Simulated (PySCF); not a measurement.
Input for PySCF: R-B3LYP/LANL2DZ on C3H7Cl (SMILES CC(C)Cl).

```python
from pyscf import gto, scf, dft, mp
from pyscf.data.elements import chemcore

mol = gto.M(
    atom='''
    C     1.20793613    0.47447007   -0.01712759
    C     0.07785944   -0.51924319   -0.19823066
    C    -1.29473061    0.07136389    0.05576960
    Cl    0.33876377   -1.93512476    0.92924623
    H     1.20321984    0.88275252    0.99437777
    H     1.08264662    1.30008204   -0.72261546
    H     2.17599030    0.00938225   -0.19797115
    H     0.12091485   -0.96595728   -1.19028956
    H    -1.36095553    0.46976473    1.06905683
    H    -1.47503098    0.88809796   -0.64813651
    H    -2.07661383   -0.67558823   -0.07407950
    ''',
    basis='lanl2dz',
    ecp={'Cl': 'lanl2dz'},
    charge=0, spin=0, verbose=3, max_memory=1800)
mf = dft.RKS(mol, xc='b3lyp')
mf.conv_tol = 1e-8
mf.max_cycle = 100
mf.kernel()
if not mf.converged:
    mf = mf.newton().run(mf.mo_coeff, mf.mo_occ)
```

The log:

```
converged SCF energy = -133.470028529986
```

The calculation finished and met its thresholds.

Cost: roughly 1.6 core-seconds.
